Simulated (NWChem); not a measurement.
System: CH$_{5}$ClO$_{2}$Si; SMILES Cl[Si@@H](O)OC

NWChem input:

```
start job
memory heap 200 mb stack 900 mb global 1100 mb
geometry units angstroms noautosym nocenter noautoz
  C      0.863646     2.021141     0.528872
  O      0.339962     1.385607    -0.626188
  Si    -0.490791    -0.049025    -0.617908
  O     -1.889877     0.009746     0.286246
  Cl     0.718933    -1.539553     0.214780
  H      1.605934     1.374876     1.048517
  H      0.059942     2.284810     1.252190
  H      1.370916     2.955202     0.215222
  H     -0.805213    -0.338382    -2.037461
  H     -1.854187    -0.452397     1.141566
end
basis spherical
  C library def2-svp
  O library def2-svp
  Si library def2-svp
  Cl library def2-svp
  H library def2-svp
end
dft
  xc xpbe96 cpbe96
  iterations 150
end
cosmo
  do_cosmo_smd true
  solvent dcm
end
task dft energy
```

Parts of the log:

```
             Northwest Computational Chemistry Package (NWChem) 7.3.0
             --------------------------------------------------------

                             Geometry "geometry" -> ""
                             -------------------------

 Output coordinates in angstroms (scale by  1.889725989 to convert to a.u.)

  No.       Tag          Charge          X              Y              Z
 ---- ---------------- ---------- -------------- -------------- --------------
    1 C                    6.0000     0.86364600     2.02114100     0.52887200
    2 O                    8.0000     0.33996200     1.38560700    -0.62618800
    3 Si                  14.0000    -0.49079100    -0.04902500    -0.61790800
    4 O                    8.0000    -1.88987700     0.00974600     0.28624600
    5 Cl                  17.0000     0.71893300    -1.53955300     0.21478000
    6 H                    1.0000     1.60593400     1.37487600     1.04851700
    7 H                    1.0000     0.05994200     2.28481000     1.25219000
    8 H                    1.0000     1.37091600     2.95520200     0.21522200
    9 H                    1.0000    -0.80521300    -0.33838200    -2.03746100
   10 H                    1.0000    -1.85418700    -0.45239700     1.14156600

 Effective nuclear repulsion energy (a.u.)     306.4358904256

  pbe96 is a nonlocal functional; adding pw91lda local functional.

                                 NWChem DFT Module
                                 -----------------

 Summary of "ao basis" -> "ao basis" (spherical)
 ------------------------------------------------------------------------------
       Tag                 Description            Shells   Functions and Types
 ---------------- ------------------------------  ------  ---------------------
 C                          def2-svp                 6       14   3s2p1d
 O                          def2-svp                 6       14   3s2p1d
 Si                         def2-svp                 8       18   4s3p1d
 Cl                         def2-svp                 8       18   4s3p1d
 H                          def2-svp                 3        5   2s1p

 in cosmo_initialize ...
 calling solv_data for solv:dcm

 solvent parameters
 solvname_short: dcm
 solvname_long:  dichloromethane
 dielec:        8.9300
 dielecinf:     2.0283
 nonaqueous SMD model solvent descriptors
 dielec:        8.9300
 sola:          0.1000
 solb:          0.0500
 solc:          0.0000
 solg:         39.1500
 solh:          0.6670
 soln:          1.4242

          ---------------
          -cosmo- solvent
          ---------------
 Cosmo: York-Karplus, doi: 10.1021/jp992097l
 dielectric constant -eps-     =   8.93
 screen = (eps-1)/(eps    )    =   0.88802
 surface charge correction     = lagrangian

   van der Waals surface
 --------------------------

[...]

                                COSMO-SMD solvation results
                                ---------------------------

             internal energy in gas <Psi(g)|H|Psi(g)> =      -940.442248949732
         internal energy in solvent <Psi(s)|H|Psi(s)> =      -940.441645217423
                               delta internal energy  =         0.000603732309 (    0.38 kcal/mol)
   total free energy in solvent <Psi(s)|H+V/2|Psi(s)> =      -940.448701697375
 polarization energy contribution <Psi(s)|V/2|Psi(s)> =        -0.007056479952 (   -4.43 kcal/mol)
    total free energy in solvent including G(SMD-CDS) =      -940.450238958205
                       G(SMD-CDS) energy contribution =        -0.001537260830 (   -0.96 kcal/mol)
     1 M fixed-concentration free energy of solvation =        -0.007990008473 (   -5.01 kcal/mol)

                       DFT Final Molecular Orbital Analysis
                       ------------------------------------

 Vector   27  Occ=2.000000D+00  E=-2.771764D-01
              MO Center= -2.7D-01, -5.9D-01,  1.1D-01, r^2= 3.8D+00
   Bfn.  Coefficient  Atom+Function         Bfn.  Coefficient  Atom+Function
  ----- ------------  ---------------      ----- ------------  ---------------
    71      0.366039   5 Cl px               51     -0.318076   4 O  py
    73     -0.285376   5 Cl pz               68      0.267969   5 Cl px
    54     -0.232353   4 O  py               70     -0.217820   5 Cl pz
    50      0.161281   4 O  px               65      0.156479   5 Cl px
    67     -0.126654   5 Cl pz               52     -0.120087   4 O  pz

 Vector   28  Occ=2.000000D+00  E=-2.657325D-01
              MO Center=  1.8D-01,  1.2D+00, -1.8D-01, r^2= 3.2D+00
   Bfn.  Coefficient  Atom+Function         Bfn.  Coefficient  Atom+Function
  ----- ------------  ---------------      ----- ------------  ---------------
    20     -0.334561   2 O  pz               19      0.315282   2 O  py
    23     -0.250149   2 O  pz               89     -0.217246   8 H  s
    22      0.215811   2 O  py               51      0.183638   4 O  py
    50      0.163105   4 O  px                6      0.150301   1 C  pz
    72      0.148290   5 Cl py                5     -0.141552   1 C  py

 Vector   29  Occ=2.000000D+00  E=-2.475323D-01
              MO Center=  3.1D-01,  1.1D+00, -1.3D-01, r^2= 2.7D+00
   Bfn.  Coefficient  Atom+Function         Bfn.  Coefficient  Atom+Function
  ----- ------------  ---------------      ----- ------------  ---------------
    18      0.453821   2 O  px               21      0.336112   2 O  px
    19     -0.234634   2 O  py               84      0.198542   7 H  s
    79     -0.187068   6 H  s                22     -0.172856   2 O  py
     4     -0.165351   1 C  px               72     -0.152494   5 Cl py
    51      0.150290   4 O  py               85      0.148029   7 H  s

 Vector   30  Occ=0.000000D+00  E= 1.731613D-02
              MO Center= -9.0D-01, -4.0D-03,  3.8D-01, r^2= 4.7D+00
   Bfn.  Coefficient  Atom+Function         Bfn.  Coefficient  Atom+Function
  ----- ------------  ---------------      ----- ------------  ---------------
    32      0.778711   3 Si s                49     -0.710131   4 O  s
   100      0.608253  10 H  s                 3     -0.522277   1 C  s
    95     -0.450231   9 H  s                85      0.422927   7 H  s
    31      0.351920   3 Si s                39     -0.261358   3 Si px
    17     -0.258347   2 O  s                90      0.243682   8 H  s

 Vector   31  Occ=0.000000D+00  E= 2.114988D-02
              MO Center= -3.1D-01, -3.2D-01, -5.5D-01, r^2= 3.7D+00
   Bfn.  Coefficient  Atom+Function         Bfn.  Coefficient  Atom+Function
  ----- ------------  ---------------      ----- ------------  ---------------
    40      0.677524   3 Si py               39     -0.551865   3 Si px
    64      0.493184   5 Cl s                32     -0.458123   3 Si s
    31     -0.446217   3 Si s                72      0.375909   5 Cl py
    95      0.363283   9 H  s                49     -0.326634   4 O  s
   100      0.323267  10 H  s                73     -0.319547   5 Cl pz

 Vector   32  Occ=0.000000D+00  E= 3.963126D-02
              MO Center= -1.9D-01,  1.3D-01, -6.5D-01, r^2= 4.0D+00
   Bfn.  Coefficient  Atom+Function         Bfn.  Coefficient  Atom+Function
  ----- ------------  ---------------      ----- ------------  ---------------
    17      0.834158   2 O  s                40     -0.777995   3 Si py
    39     -0.655419   3 Si px               41      0.289026   3 Si pz
     9      0.267097   1 C  pz               32     -0.261636   3 Si s
    49     -0.218683   4 O  s                71      0.211911   5 Cl px
    16      0.205990   2 O  s                37     -0.194242   3 Si py

     Multipole analysis of the density
     ---------------------------------

     L   x y z        total         alpha         beta         nuclear
     -   - - -        -----         -----         ----         -------
     0   0 0 0     -0.000000    -29.000000    -29.000000     58.000000

     1   1 0 0     -0.039223      1.387540      1.387540     -2.814303
     1   0 1 0      0.204514     -2.028435     -2.028435      4.261385
     1   0 0 1      0.798026      3.163419      3.163419     -5.528813

     2   2 0 0    -33.539309   -114.403171   -114.403171    195.267032
     2   1 1 0      2.632147     -4.259396     -4.259396     11.150940
     2   1 0 1     -0.862957     -9.641835     -9.641835     18.420712
     2   0 2 0    -32.126698   -188.118212   -188.118212    344.109726
     2   0 1 1      1.367827      1.739025      1.739025     -2.110224
     2   0 0 2    -30.547234    -50.570533    -50.570533     70.593832
```

Level: PBE/def2-SVP, SMD on the gas-phase geometry. All runs use the structure optimised with PBE-D3(BJ)/def2-SVP. Solvent: dichloromethane.
